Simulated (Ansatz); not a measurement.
Harmonic frequencies (cm⁻¹) at PBE0-D4/def2-TZVP from Ansatz: 31, 147, 182, 250, 452, 570, 580, 909, 954, 1034, 1199, 1246, 1404, 1434, 1493, 1497, 3007, 3036, 3068, 3095, 3128.

Each molecule was computed in one conformer, which needn't be the lowest.

Task: Which molecule is it?
A. `C[CH2][Sn][F]`
B. `[OH][Sn][O][SiH3]`
C. `C=[CH][SnH2][F]`
D. `C[CH2][Sn][Cl]`

Result: A.
